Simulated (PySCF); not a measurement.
Substituent effects on chemical shifts

Parent skeleton `[CH:1]#[C:2][SiH:3]([CH3:4])[PH2:5]`; one hydrogen on atom 1 is replaced by X. Hydrogens on one atom are averaged.

Equivalent nuclei averaged, one conformer, gas phase, relativity neglected. GIAO PBE0/pcSseg-1 shieldings; GFN2-xTB structure; PySCF.

Chemical shifts δ = σref − σ; TMS for 13C and 29Si and 1H; H3PO4 for 31P, all at this level.

Known members:
| X | C1 | C2 | Si3 | C4 | P5 | H(Si3) | H(C4) | H(P5) |
| --- | --- | --- | --- | --- | --- | --- | --- | --- |
| CF=CF2 | 99.3 | 118.6 | -43.5 | -1.5 | -293.5 | 5.34 | 0.51 | 1.25 |
| CH2CN | 105.0 | 92.1 | -44.7 | -1.0 | -292.7 | 5.23 | 0.42 | 1.13 |
| CH2NH2 | 120.6 | 90.8 | -45.7 | -1.2 | -273.6 | 4.76 | 0.34 | 1.26 |
| CH=NMe | 114.1 | 101.6 | -44.4 | -1.4 | -277.1 | 4.81 | 0.44 | 1.34 |
| C(S)CH3 | 117.5 | 119.4 | -43.4 | -2.2 | -277.9 | 4.78 | 0.49 | 1.44 |

Four more derivatives gave (δ, ppm):
```csv
compound,C1,C2,Si3,C4,P5,H(Si3),H(C4),H(P5)
1,128.5,86.9,-45.9,-1.1,-273.4,4.76,0.33,1.25
2,111.9,109.1,-43.0,-1.9,-276.9,4.82,0.50,1.45
3,123.5,82.7,-46.1,-0.9,-273.3,4.66,0.33,1.28
4,101.0,101.2,-40.8,-2.4,-276.3,4.78,0.48,1.52
```

Their substituents are CF3, CHO, cPr, tBu. Which is which?

Results:

1: X = tBu (C[Si@@H](P)C#CC(C)(C)C); 2: X = CHO (C[Si@H](P)C#CC=O); 3: X = cPr (C[Si@@H](P)C#CC1CC1); 4: X = CF3 (C[Si@@H](P)C#CC(F)(F)F).

Experimental scales use liquid or dissolved standards, which lie at an offset from isolated H3PO4.
